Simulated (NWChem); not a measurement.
System: CaCl₂; SMILES [Ca]([Cl])[Cl]

```xyz
3

Ca     0.0000     0.0000     0.2001
Cl     2.4166     0.0000    -0.1707
Cl    -2.4166     0.0000    -0.1707
```
Atoms are numbered in this order, from 1.

Program: NWChem. STO-3G and 3-21G are far too small for this property and stand as cheap habits. All runs use the structure optimised with PBE0/def2-SVP. GIAO values for the isolated, static molecule; σ is the absolute isotropic shielding.

| level | σ Ca1 (ppm) | σ Cl2 (ppm) | relative time |
|---|---|---|---|
| KT2/pcSseg-1 | 945.6 | 739.7 | 8 |
| PBE/pcSseg-1 | 930.5 | 717.7 | 7 |
| BHandHLYP/pcSseg-1 | 1031.0 | 830.2 | 10 |
| PBE0/pcSseg-1 | 996.6 | 785.6 | 10 |
| Hartree-Fock/STO-3G | 1179.2 | 1479.2 | 1 |

Relative times are rough (shared machine, one core).
